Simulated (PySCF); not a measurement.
Sb(F)3 cation (F3Sb), SMILES [F][Sb]([F])[F] (connectivity only; charge and spin as stated), charge +1, multiplicity 2.

Geometry optimised at B3LYP-D3(BJ)/def2-SVP. The spin state was assumed, not searched. The isomer is the one that the SMILES or the coordinates give; other isomers of the formula were not compared. The def2 effective core potentials stand for the cores of Sb; spin–orbit coupling is left out.

Method: TDA-LC-ωPBE/def2-SVPD run with PySCF.

Vertical excitations; the highest root listed may be one member of a degenerate set. 

| state | energy (eV) | λ (nm) | f | main pairs |
|---|---|---|---|---|
| root 1 | 3.22 | 384 | 0.000 | β HOMO→LUMO 96 % |
| root 2 | 3.35 | 370 | 0.000 | β HOMO−2→LUMO, β HOMO−4→LUMO (degenerate set) |
| root 3 | 3.35 | 370 | 0.000 | β HOMO−1→LUMO, β HOMO−3→LUMO (degenerate set) |
| root 4 | 3.64 | 340 | 0.014 | β HOMO−3→LUMO, β HOMO−1→LUMO (degenerate set) |
| root 5 | 3.64 | 340 | 0.014 | β HOMO−4→LUMO, β HOMO−2→LUMO (degenerate set) |
| root 6 | 4.22 | 294 | 0.017 | β HOMO−5→LUMO 93 % |
| root 7 | 5.14 | 241 | 0.029 | β HOMO−7→LUMO (degenerate set) |
| root 8 | 5.15 | 241 | 0.029 | β HOMO−6→LUMO (degenerate set) |
| root 9 | 7.09 | 175 | 0.025 | α HOMO→LUMO 84 %, β HOMO−8→LUMO 11 % |
| root 10 | 7.54 | 164 | 0.101 | α HOMO→LUMO+1 90 % |
Unrestricted roots are not spin-pure.
